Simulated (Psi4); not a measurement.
methanol (CH4O), singlet, geometry from GFN2-xTB; Psi4 with CAM-B3LYP/6-31G*.

Psi4 was given this input:
```
memory 2 GB

molecule mol {
0 1
C    -0.057749    0.657503    0.006238
O    -0.034981   -0.748578   -0.007589
H    -1.106104    0.950101    0.004072
H     0.880174   -1.047950   -0.006134
H     0.421826    1.061888    0.904334
H     0.430444    1.079565   -0.878988
}

set {
  basis 6-31g*
  reference rks
  dft_basis_tolerance 1e-8
}

energy('cam-b3lyp')
print_variables()
```

What does Psi4 print? Leave out banner, timings and long lists.


```
   => Loading Basis Set <=

    Name: 6-31G*
    Role: ORBITAL
    Keyword: BASIS

         ---------------------------------------------------------
                                   SCF
               by Justin Turney, Rob Parrish, Andy Simmonett
                          and Daniel G. A. Smith
                              RKS Reference
         ---------------------------------------------------------

  ==> Geometry <==

    Molecular point group: c1
    Full point group: C1

    Geometry (in Angstrom), charge = 0, multiplicity = 1:

       Center              X                  Y                   Z               Mass
    ------------   -----------------  -----------------  -----------------  -----------------
         C           -0.038350361026     0.720695292465     0.006958135338    12.000000000000
         O           -0.015582361026    -0.685385707535    -0.006868864662    15.994914619570
         H           -1.086705361026     1.013293292465     0.004792135338     1.007825032230
         H            0.899572638974    -0.984757707535    -0.005413864662     1.007825032230
         H            0.441224638974     1.125080292465     0.905054135338     1.007825032230
         H            0.449842638974     1.142757292465    -0.878267864662     1.007825032230

  Running in c1 symmetry.

  Rotational constants: A =      4.26962  B =      0.84134  C =      0.81127 [cm^-1]
  Rotational constants: A = 128000.05593  B =  25222.72792  C =  24321.14253 [MHz]
  Nuclear repulsion =   40.517527371183114

  Charge       = 0
  Multiplicity = 1
  Electrons    = 18
  Nalpha       = 9
  Nbeta        = 9

  ==> Algorithm <==

  SCF Algorithm Type is DF.
  DIIS enabled.
  MOM disabled.
  Fractional occupation disabled.
  Guess Type is SAD.
  Energy threshold   = 1.00e-06
  Density threshold  = 1.00e-06
  Integral threshold = 1.00e-12

  ==> Primary Basis <==

  Basis Set: 6-31G*
    Blend: 6-31G*
    Number of shells: 20
    Number of basis functions: 38
    Number of Cartesian functions: 38
    Spherical Harmonics?: false
    Max angular momentum: 2

  ==> DFT Potential <==

   => LibXC <=

    Version 7.1.2
    S. Lehtola, C. Steigemann, M. J. T. Oliveira, and M. A. L. Marques,  SoftwareX 7, 1–5 (2018) (10.1016/j.softx.2017.11.002)

   => Composite Functional: CAM-B3LYP <=

    CAM-B3LYP Hyb-GGA Exchange-Correlation Functional

    T. Yanai, D. P. Tew, and N. C. Handy,  Chem. Phys. Lett. 393, 51 (2004) (10.1016/j.cplett.2004.06.011)

[...]
   @DF-RKS iter   2:  -115.54302126060239   -4.68912e-03   1.47516e-02 ADIIS/DIIS
   @DF-RKS iter   3:  -115.65875850052690   -1.15737e-01   1.35807e-03 ADIIS/DIIS
   @DF-RKS iter   4:  -115.65971807622284   -9.59576e-04   4.37788e-04 ADIIS/DIIS
   @DF-RKS iter   5:  -115.65983483814225   -1.16762e-04   6.64361e-05 DIIS
   @DF-RKS iter   6:  -115.65983808575190   -3.24761e-06   5.69013e-06 DIIS
   @DF-RKS iter   7:  -115.65983812916343   -4.34115e-08   6.64291e-07 DIIS
  Energy and wave function converged.

  ==> Post-Iterations <==

   Electrons on quadrature grid:
      Ntotal   =   17.9999929810 ; deviation = -7.019e-06

    Orbital Energies [Eh]
    ---------------------

    Doubly Occupied:

[...]
    Virtual:

[...]
    Final Occupation by Irrep:
              A
    DOCC [     9 ]
    NA   [     9 ]
    NB   [     9 ]

  @DF-RKS Final Energy:  -115.65983812916343

   => Energetics <=

    Nuclear Repulsion Energy =             40.5175273711831139
    One-Electron Energy =                -237.4195661740153867
    Two-Electron Energy =                  92.4716013123823046
    DFT Exchange-Correlation Energy =     -11.2294006387134715
    Empirical Dispersion Energy =           0.0000000000000000
    VV10 Nonlocal Energy =                  0.0000000000000000
    Total Energy =                       -115.6598381291634325

Computation Completed

Properties will be evaluated at   0.000000,   0.000000,   0.000000 [a0]

Properties computed using the SCF density matrix

 Multipole Moments:

 ------------------------------------------------------------------------------------
     Multipole            Electronic (a.u.)      Nuclear  (a.u.)        Total (a.u.)
 ------------------------------------------------------------------------------------

 L = 1.  Multiply by 2.5417464519 to convert [e a0] to [Debye]
 Dipole X            :         -0.0912481            0.6598423            0.5685942
 Dipole Y            :         -1.7907022            2.1494865            0.3587843
 Dipole Z            :         -0.0181919            0.0244955            0.0063036
 Magnitude           :                                                    0.6723580

 ------------------------------------------------------------------------------------

  Variable Map:
  ----------------------------------------------------------------------------
[...]
  Array Variable Map:
  ----------------------------------------------------------------------------
[...]
[...]
```
